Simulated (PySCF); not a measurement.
Hf3: fields on a plane

All numbers come from UPBE0 in PySCF with Hf def2-TZVP with ECP60; scalar-relativistic core potentials, no spin–orbit coupling; density-fitted integrals.

The triplet minimum has Hf–Hf 2.707 Å (×3); Hf–Hf–Hf 60.0° (×3).

The plane holds Hf1 at (0.00, 0.00), Hf2 at (2.71, 0.00), Hf3 at (1.35, 2.34) Å. Columns run from x = -1.95 to 4.95 Å, rows from y = 4.65 (top) to -1.95 Å, in steps of 0.3 Å. Other isomers or separated fragments may lie lower. Core electrons replaced by a potential are absent, the electrostatic potential uses the reduced nuclear charge, and values within about 0.7 Å of such atoms have no physical meaning.

Task: Give the spin density (e/Å³) (cut at ±0.5 e/Å³). Lower edges of the bins (e/Å³): '0' -0.0123, '1' -0.0090, '2' -0.0057, '3' -0.0025, '4' 0.0008, '5' 0.0041, '6' 0.0074, '7' 0.0107, '8' 0.0139, '9' 0.0172; top 0.02.

Result: 
```
333333333222223333333333
333333322222222233333333
333333322111112233333333
333333221100001223333333
333333221100011223333333
333333222344432223333333
333333323685863233333333
333333333443443333333333
333344443023202444433333
333445554259514555443333
333445676445446765443333
333345676543356765433333
333334555544455554333333
222232133445443312322223
222244056344436503422223
211276339445449336721122
210155333356533335610122
210037720367630277300122
210014742467642474100122
211002333456543332001122
221111223445543221111223
322222223344433222222233
332222233334333322222333
```

Task: Give the electrostatic potential (V) (cut at 20 V). Lower edges of the bins (V): '0' -0.48, '1' -0.36, '2' -0.17, '3' 0.14, '4' 0.62, '5' 1.38, '6' 2.59, '7' 4.51, '8' 7.55, '9' 12.37; top 20.0.

Result: 
```
222233344444444433322222
222233444555554443322222
222233455666665543322222
222234556777776554322222
112234567899987654322111
111234678999998764321111
101134689999999864311011
000124689999999864210001
100024689999999864200011
111124689999999864211111
223345678999999765433222
344567778899988777654433
456788999877789998876543
457899999976799999987544
567999999987899999997654
568999999998999999998654
568999999998999999998654
567999999988899999997654
567899999977799999987654
456789998765678999876544
455677777654567777765544
445566665432345666655443
344455554310134455544433
```

Other spin states or occupations of the open shell can lie lower. With an element this heavy the missing spin–orbit coupling can shift these numbers.
